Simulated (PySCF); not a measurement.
# Computed properties of ethylenediamine (C2H8N2), SMILES NCCN

C2H8N2, SMILES NCCN. Coordinates come from a r2SCAN-D4/def2-SVP optimisation. The values are those of a single conformer. All values are computed for the isolated molecule unless a solvent is named; none is compared with measurement here.

**Structure.** The optimised structure has C2 symmetry. All 30 harmonic modes at r2SCAN-D4/def2-SVP (PySCF) are real, so it is a minimum. With heavy atoms numbered as in [NH2:1][CH2:2][CH2:3][NH2:4], the shortest bond between them is N1–C2 at 1.455 Å and the longest C2–C3 at 1.523 Å.

**Vibrations.** The strongest infrared lines (harmonic, unscaled, degenerate partners summed) lie at 829 cm⁻¹ (219 km/mol, H 81 %, N 17 %), 2892 cm⁻¹ (163 km/mol, H 93 %), 2899 cm⁻¹ (73 km/mol, H 93 %). The softest mode is at 148 cm⁻¹ and the zero-point energy is 69.1 kcal/mol.

**Electronic structure.** PBE0/def2-TZVP (PySCF) places the frontier levels at -6.80 and 1.07 eV, a gap of 7.87 eV, and gives a dipole moment of 1.98 D and a mean polarisability of 43.1 bohr³.

**Excitations.** TDA-CAM-B3LYP/def2-SVPD (PySCF) has S1 at 6.37 eV (195 nm, f = 0.012, weak); the most intense of the 10 singlets computed lies at 8.35 eV (f = 0.12). T1 (TDA) is at 6.05 eV, 0.32 eV under S1. No vertical singlet excitation falls in the visible range (under 3.1 eV).

**NMR.** GIAO shifts at HF/pcSseg-1 (PySCF) (non-relativistic, atoms alike by connectivity averaged): ¹³C at 46.1 ppm against TMS; ¹H from 0.7 to 2.8 ppm against TMS.
